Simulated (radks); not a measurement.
Task: Successive ionisation energies (eV) of one element, from differences of total energies of ions in their ground configurations, starting at charge 4: 74.498, 98.031, 123.55, 150.94, 234.15, 263.54, 293.76. All-electron calculation, Dirac Kohn-Sham, PBE, spin-unpolarised, spherical densities, finite nucleus; open shells fill j = l - 1/2 first; Fermi nuclear charge, rms radius 3.7377 fm. Program: a radial shooting solver on a logarithmic mesh with Libxc functionals. Which element is it?

Result: Iron (Z = 26). The first species listed is Fe4+ in [Ar] 3d4, the last Fe10+ in [Ne] 3s2 3p4.
